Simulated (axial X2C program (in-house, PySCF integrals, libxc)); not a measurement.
# HfH⁺: bond constants with and without spin–orbit coupling

Calculated with an axial X2C code built on PySCF integrals. Spin-free means the one-electron spin-free X2C Hamiltonian; two-component (2c) means X2C with spin–orbit coupling and atomic mean-field two-electron Coulomb and Gaunt terms, so the difference of the two also holds small scalar two-electron terms. Basis: Hf dyall-cv3z [13s14p9d7f4g], H dyall-v3z [6s2p1d] (cores contracted in-house); Gaussian nuclei, density fitting, unrestricted open shells. Masses: Hf 179.947 u, H 1.008 u.

Input:
```json
{"zs": [72, 1], "q": 1, "bas": ["dyall-cv3z", "dyall-v3z"], "levels": ["PBE0", "HF", "r2SCAN"], "cc": true, "r0": 1.84, "thr": -1.0, "nmax": 90, "npts": 10, "nst": 2, "ntry": 6}
```
```bash
python so2c.py task.json out
```

Keys: zs atomic numbers; q charge; bas basis sets; levels methods; cc coupled cluster on or off; r0 starting distance in Å; thr threshold in hartree for freezing inner shells (an s shell follows its p shell); nmax most natural virtual spinors; npts points on the curve; nst determinants followed; ntry starts of the search. HF also brings MP2.

State, spin-free: M_S = 1, Λ = 2 (beyond evenly filled blocks: σα, δ+α); electrons by block: σα: 14, σβ: 13, π+α: 7, π+β: 7, π-α: 7, π-β: 7, δ+α: 4, δ+β: 3, δ-α: 3, δ-β: 3, φ+α: 1, φ+β: 1, φ-α: 1, φ-β: 1. Fragments: Hf+ + H.

State, 2c: Ω = 1 (⟨Sz⟩ = -0.97, ⟨Lz⟩ = 1.97 at PBE0); electrons by block: 1/2: 20, -1/2: 21, 3/2: 11, -3/2: 10, 5/2: 4, -5/2: 4, 7/2: 1, -7/2: 1. Fragments: Hf+ + H.

```tsv
Hamiltonian	level	Re (Å)	ωe (cm⁻¹)	Be (cm⁻¹)	αe (cm⁻¹)	De (eV)	D0 (eV)	μ (D)
spin-free	PBE0	1.778	1867.8	5.319	0.105	2.75	2.64	-2.32
spin-free	HF	1.795	1900.4	5.221	0.0885	2.10	1.98	-3.07
spin-free	MP2	1.793	1888.1	5.231	0.0942	2.60	2.48	n/a
spin-free	CCSD	1.804	1836.6	5.167	0.102	2.62	2.50	n/a
spin-free	CCSD(T)	1.805	1830.5	5.161	0.103	2.61	2.49	n/a
spin-free	r2SCAN	1.772	1875.6	5.354	0.106	2.92	2.80	-2.33
2c	PBE0	1.777	1865.2	5.324	0.105	n/a	n/a	-2.33
2c	HF	1.794	1896.7	5.224	0.0888	n/a	n/a	-3.09
2c	MP2	1.793	1883.3	5.234	0.0947	n/a	n/a	n/a
2c	CCSD	1.804	1831.9	5.17	0.102	n/a	n/a	n/a
2c	CCSD(T)	1.805	1825.7	5.164	0.104	n/a	n/a	n/a
2c	r2SCAN	1.772	1873.2	5.358	0.107	n/a	n/a	-2.33
```

Correlated methods: 4 electrons correlated (number of frozen shells: Hf 5 s, 4 p, 2 d, 1 f; H none), 250 virtual spin orbitals or spinors in MP2, 57 natural virtuals in coupled cluster.

Dipoles are positive if H is the positive end and refer to the centre of mass.

The state is a single determinant with fixed occupations, the lowest that a limited PBE0 search found. Dissociation energies refer to the lowest single-determinant-based atoms at the same level and basis. De is not given where an atomic determinant may have missed its ground term or J level, or where the truncated virtual space spoils (T). Density functionals use the spin component along the axis (collinear). CCSD and (T) use frozen natural virtuals with an MP2 correction for the truncation; (T) itself is uncorrected, so its De runs slightly low. Other states lie close and PBE0, whose exact exchange favours high spin, may order them wrongly; the determinant shown need not be the ground state. The nearest other spin-free determinant of the search, M_S = 0, Λ = 0, lies 0.15 eV up at the distance of the search. The functionals have no current-density term, which raises determinants with orbital currents, atoms included. With several unpaired electrons one determinant need not be a pure state. The outer-core s and p shells of the metal are frozen in the correlated rows, which leaves out core–valence correlation; for alkali and alkaline-earth bonds that tends to lengthen them. With the outer-core shells frozen, correlated bond lengths of heavy atoms tend to come out a few hundredths of an ångström too long.

Rough cost a point (2c) on 1 thread(s) of a shared host, integrals apart: PBE0 1.5 s, HF 1.3 s, CCSD(T) 2.1 s, r2SCAN 1.2 s.

The whole task took 2.6 min on 1 thread of Arm Neoverse V2 (shared host).
